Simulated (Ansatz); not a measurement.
Reaction (cleavage of the Si–Si bond): `N[Si](N)(O)[SiH3]` + `CSS` → `CSS[SiH3]` + `N[SiH](N)O`

Gas-phase electronic energies from Ansatz, PBE0-D4/def2-TZVP geometries. CBS: MP2 limit from def2 TZ/QZ plus the TZ coupled-cluster correction, frozen cores. Functionals use def2-TZVPP. B3LYP here is the variant with VWN-RPA as its local correlation; programs differ in this. One conformer a species, not always the lowest.

| level | ΔE (kJ/mol) | difference from CCSD(T)/CBS |
| --- | --- | --- |
| PBE-D4 | -54.1 | 14.7 |
| r2SCAN-D4 | -63.3 | 5.5 |
| PBE0-D4 | -58.8 | 10.0 |
| B3LYP-D4 | -62.7 | 6.1 |
| ωB97X-V | -62.7 | 6.1 |
| ωB97M-V | -69.1 | -0.3 |
| B2PLYP | -67.8 | 1.0 |
| PBE | -53.7 | 15.1 |
| r2SCAN | -63.4 | 5.4 |
| PBE0 | -58.5 | 10.3 |
| B3LYP | -61.7 | 7.1 |
| HF/def2-TZVPP | -73.0 | -4.2 |
| MP2/def2-TZVPP | -76.9 | -8.1 |
| SCS-MP2/def2-TZVPP | -74.9 | -6.1 |
| CCSD/def2-TZVPP | -65.8 | 3.0 |
| CCSD(T)/def2-TZVPP | -66.1 | 2.7 |
| HF/def2-QZVPP | -73.3 | -4.5 |
| MP2/def2-QZVPP | -78.6 | -9.8 |
| SCS-MP2/def2-QZVPP | -76.5 | -7.7 |
| HF/CBS(def2) | -73.3 | -4.5 |
| MP2/CBS(def2) | -79.6 | -10.8 |
| CCSD/CBS(def2) | -68.5 | 0.3 |
| CCSD(T)/CBS | -68.8 | 0 |

Largest T1 diagnostic among the species: 0.012.

From PBE to PBE0 (25 % exact exchange), in def2-TZVPP and without D4, ΔE moves by −4.9 kJ/mol.
